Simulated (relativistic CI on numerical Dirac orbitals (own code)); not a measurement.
## Forbidden transitions in Br XXVIII

These numbers are calculated, not measured: Dirac-Coulomb-Breit CI, KLI orbitals optimised for each configuration, model QED (radiative potential, 1s self-energy scaled to tabulated hydrogen-like ionisation energies), unscaled Slater integrals (own radial code, finite nucleus).

Configuration list (outside the closed core 1s2): 2s2 2p4, 2s 2p5, 2p6, 2p5 3s, 2p5 3p, 2p5 3d, 2s2 2p3 3s, 2s2 2p3 3p, 2s2 2p3 3d, 2s 2p4 3s, 2s 2p4 3p, 2s 2p4 3d, 2s2 2p3 4s, 2s2 2p3 4p, 2s2 2p3 4d, 2s2 2p3 4f, 2s 2p4 4s, 2s 2p4 4p, 2s 2p4 4d, 2s 2p4 4f, 2s2 2p2 3s2, 2s2 2p3 5s, 2s2 2p3 5p, 2s2 2p2 3s 3p, 2s2 2p3 5d, 2s2 2p3 5f, 2s2 2p3 5g, 2s2 2p2 3p2, 2s2 2p2 3s 3d, 2s2 2p2 3p 3d, 2s 2p3 3s2, 2s2 2p2 3d2, 2s 2p3 3s 3p, 2s 2p4 5s, 2s 2p3 3p2, 2s 2p4 5p. Levels of other configurations are missing.

| λ vac (Å) | Lower | Upper | Type | A (s⁻¹) | E lower (eV) | E upper (eV) |
| --- | --- | --- | --- | --- | --- | --- |
| 5.9801 | 2s2 2p4 3P_2 [1] | 2s 2p4 3d 3F_4 [192] | E2 | 1.05e+10 | 0.00 | 2073.29 |
| 6.1174 | 2s2 2p4 3P_2 [1] | 2s 2p4 3d 3G_4 [162] | E2 | 1.23e+10 | 0.00 | 2026.75 |
| 6.1442 | 2s 2p5 3P°_2 [6] | 2p5 3d 3D°_3 [220] | E2 | 3.08e+10 | 196.85 | 2214.74 |
| 6.1538 | 2s2 2p4 1D_2 [4] | 2s 2p4 3d 3F_4 [192] | E2 | 3.32e+10 | 58.52 | 2073.29 |
| 6.1571 | 2s 2p5 3P°_0 [8] | 2p5 3d 3D°_2 [224] | E2 | 3.07e+10 | 247.21 | 2260.89 |
| 6.1631 | 2s 2p5 3P°_2 [6] | 2p5 3d 3P°_2 [217] | E2 | 5.28e+10 | 196.85 | 2208.57 |
| 6.1654 | 2s 2p5 3P°_2 [6] | 2p5 3d 3F°_4 [215] | E2 | 5.48e+10 | 196.85 | 2207.82 |
| 6.1667 | 2s 2p5 3P°_2 [6] | 2p5 3d 3F°_3 [214] | E2 | 2.38e+10 | 196.85 | 2207.39 |
| 6.1688 | 2s 2p5 3P°_0 [8] | 2p5 3d 3F°_2 [223] | E2 | 2.40e+10 | 247.21 | 2257.07 |
| 6.1764 | 2s 2p5 3P°_2 [6] | 2p5 3d 3P°_1 [213] | E2 | 5.49e+10 | 196.85 | 2204.24 |
| 6.2120 | 2s 2p5 3P°_1 [7] | 2p5 3d 3D°_3 [220] | E2 | 1.74e+10 | 218.87 | 2214.74 |
| 6.2182 | 2s2 2p4 3P_2 [1] | 2s 2p4 3d 5P_3 [147] | E2 | 2.00e+10 | 0.00 | 1993.90 |
| 6.2221 | 2s 2p5 3P°_1 [7] | 2p5 3d 1D°_2 [219] | E2 | 4.26e+10 | 218.87 | 2211.51 |
| 6.2288 | 2s2 2p4 3P_2 [1] | 2s 2p4 3d 5F_4 [141] | E2 | 3.74e+10 | 0.00 | 1990.51 |
| 6.2350 | 2s 2p5 3P°_1 [7] | 2p5 3d 3F°_3 [214] | E2 | 2.53e+10 | 218.87 | 2207.39 |
| 6.2388 | 2s2 2p4 1D_2 [4] | 2s 2p4 3d 3F_4 [176] | E2 | 4.26e+10 | 58.52 | 2045.83 |
| 6.2511 | 2s 2p5 1P°_1 [9] | 2p5 3d 3F°_3 [225] | E2 | 4.29e+10 | 278.47 | 2261.88 |
| 6.2613 | 2s2 2p4 1D_2 [4] | 2s 2p4 3d 3F_4 [171] | E2 | 3.03e+10 | 58.52 | 2038.70 |
| 6.3058 | 2s2 2p4 3P_2 [1] | 2s 2p4 3d 3F_4 [124] | E2 | 4.58e+10 | 0.00 | 1966.18 |
| 6.8945 | 2s2 2p4 3P_2 [1] | 2s2 2p3 3p 3F_4 [39] | E2 | 9.59e+09 | 0.00 | 1798.31 |

Terms are leading LS components. Brackets give the number of a level in order of energy, since labels repeat. The list gives strong lines, with weight on those to low levels, among the lowest 400 of 1391 levels, so that lines to higher ones, which can be the strongest, are missing. Levels whose partners in the same complex of configurations lie outside the list can be far off, and so can their lines. Rates are taken at the computed energies, electric ones in the length gauge.

At this charge energies of transitions that change n are usually good to better than 1 %, and those within a shell (Δn = 0) to a few per cent.

LS names give the leading component of a level, which can be under half, so a name can repeat, a term be missing and a line seem to break the LS rules.
